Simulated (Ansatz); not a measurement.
The cluster Al4P4, relaxed as a quintet with UKS PBE-D4/def2-SVP in Ansatz, starting from the PBE-D4/def2-SVP geometry of the neutral singlet. Force threshold 0.03 eV/Å.

The relaxation made no stability test and no search for a lower SCF solution. At PBE-D4/def2-SVP a singlet of charge 0 lies 2.48 eV below the quintet, each at its own geometry. The structure comes from a short search, and lower isomers may exist.

Start:

```xyz
8

Al    0.879   -1.806   -0.088
Al   -1.471   -0.771    1.132
Al    1.471    0.771   -1.132
Al   -0.879    1.806    0.089
P    -0.097   -2.375    1.826
P    -2.846    0.832    0.439
P     1.088    2.781   -0.262
P     1.855   -1.237   -2.003
```

(1) Estimate the energy that the relaxation releases and the steps that it takes.

(2) Does the start keep its bonding and symmetry?

(3) Predict the relaxed structure.

## Answers

(1) 1.63 eV, in 21 steps; 2 min on 4 threads of Arm Neoverse N1 on a shared host. The force fell under the threshold at step 19, but the optimiser went on. No frequencies were taken in this run, so the end may be a saddle point.

(2) Bonds formed: Al2–Al3 (atoms count from 1). Point group D2d at the start, Cs at the end, both within 0.05 Å.

(3) 
```xyz
8

Al    0.775   -2.643   -0.789
Al   -0.933   -0.420    0.961
Al    1.092    0.644   -0.616
Al   -1.097    2.125    0.017
P    -0.259   -2.537    1.310
P    -2.675    1.104    1.245
P     0.579    2.808   -1.310
P     2.520   -1.082   -0.818
```
Bond lengths (bridged metal pairs left out): 8 × Al–P 2.24 to 2.34 Å; 1 × Al–Al 2.78 Å.
